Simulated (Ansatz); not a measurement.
`CB[SiH2][SiH2][AlH2]` + CH₃OH → `CO[SiH2][AlH2]` + `CB[SiH3]` at 600 K and 1 bar (cleavage of the Si–Si bond).

Isolated molecules relaxed with PBE0-D4/def2-TZVP in Ansatz; ΔE leaves out vibrations. CBS: MP2 limit from def2 TZ/QZ plus the TZ coupled-cluster correction, frozen cores. This one scheme is used for every species. Each species was taken in one conformer, which may not be the lowest.

```csv
species,CCSD(T)/CBS energy (Eh),H − E (kJ/mol),S (J/(mol·K))
`CB[SiH2][SiH2][AlH2]`,-888.99512,344.6,556.2
CH₃OH,-115.61712,163.6,277.3
`CO[SiH2][AlH2]`,-648.52635,255.8,461.3
`CB[SiH3]`,-356.10570,243.9,396.6
```

H − E and S are ideal-gas, rigid-rotor, harmonic terms from PBE0-D4/def2-TZVP, for one conformer and one mirror image of each species. 1 Eh = 2625.50 kJ/mol, R = 8.31446 J/(mol·K).

Q: By hand: ΔE, ΔH, ΔS and ΔG.

A: ΔE = (-648.52635) + (-356.10570) − (-888.99512) − (-115.61712) = -0.01981 Eh = -52.0 kJ/mol. Δ(H − E) = 255.8 + 243.9 − 344.6 − 163.6 = -8.5, so ΔH = -60.5 kJ/mol. ΔS = 461.3 + 396.6 − 556.2 − 277.3 = 24.4 J/(mol·K). ΔG = -60.5 − 600 × (24.4)/1000 = -75.1 kJ/mol.

Q: By hand: the equilibrium constant, and the temperature at which ΔG would vanish if ΔH and ΔS stayed fixed.

A: log₁₀ K = −ΔG/(RT ln 10) = 6.5. ΔH and −TΔS have one sign here, so there is no such temperature.

ΔH outweighs TΔS. A doubt of 5 kJ/mol in ΔE shifts log₁₀ K by 0.4 here. Other conformers and mirror images would add mixing entropy, several J/(mol·K) or more a flexible species. Modes under 60 cm⁻¹, often nearly free rotors, make the harmonic entropy too high. These are equilibria of isolated gas molecules and say nothing of rates. Largest T1 diagnostic: 0.014 (customary marks: 0.02 for closed shells, 0.045 for open ones).
